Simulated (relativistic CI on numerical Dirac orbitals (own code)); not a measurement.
**Hyperfine structure of In⁴⁴⁺, mass number 113**

Calculated at this level of theory: Dirac-Coulomb-Breit CI, separate exchange-only KLI orbitals for each configuration, QED by a radiative potential, unscaled Slater integrals (own radial code, finite nucleus).

Configurations in the expansion (outside the closed core 1s2): 2s²2p, 2s2p², 2p³, 2p²3s, 2p²3p, 2p²3d, 2s²3s, 2s²3p, 2s²3d, 2s2p3s, 2s2p3p, 2s2p3d, 2s²4s, 2s²4p, 2s²4d, 2s²4f. Levels of other configurations are missing.

Nuclear spin I = 9/2, μ = 5.5208 μN, Q = 0.761 b (tables of Stone and Pyykkö). The electronic factors are computed for point nuclear moments, without core polarisation or the Bohr-Weisskopf and QED corrections.

```json
{"Level": "2s²2p ²P°1/2", "E (Ry)": "0.0000", "A (GHz)": "1758", "B (GHz)": ""}
{"Level": "2s2p² ⁴P1/2", "E (Ry)": "10.3558", "A (GHz)": "5200", "B (GHz)": ""}
{"Level": "2s²2p ²P°3/2", "E (Ry)": "17.2085", "A (GHz)": "284.2", "B (GHz)": "329"}
{"Level": "2s2p² ⁴P3/2", "E (Ry)": "24.4408", "A (GHz)": "1410", "B (GHz)": "262"}
{"Level": "2s2p² ²D5/2", "E (Ry)": "26.5671", "A (GHz)": "1602", "B (GHz)": "179"}
{"Level": "2s2p² ²D3/2", "E (Ry)": "29.9265", "A (GHz)": "5.423", "B (GHz)": "230"}
{"Level": "2s2p² ²P1/2", "E (Ry)": "30.0711", "A (GHz)": "-1568", "B (GHz)": ""}
{"Level": "2s2p² ⁴P5/2", "E (Ry)": "43.0307", "A (GHz)": "1348", "B (GHz)": "149"}
```

Levels with J = 0, under 50 % of one LS term, or S terms without an open s electron are left out. Small factors come from cancelling terms and can be off by tens of per cent or more.

At this charge energies of transitions that change n are usually good to better than 1 %, and those within a shell (Δn = 0) to a few per cent.

(1) Give the hyperfine levels of 2s²2p ²P°1/2 relative to its centre of gravity.

Answers

(1) With K = F(F + 1) − I(I + 1) − J(J + 1), E = AK/2: F = 4: -4835, F = 5: 3956 GHz.

LS names give the leading component of a level, which can be under half, so a name can repeat, a term be missing and a line seem to break the LS rules.
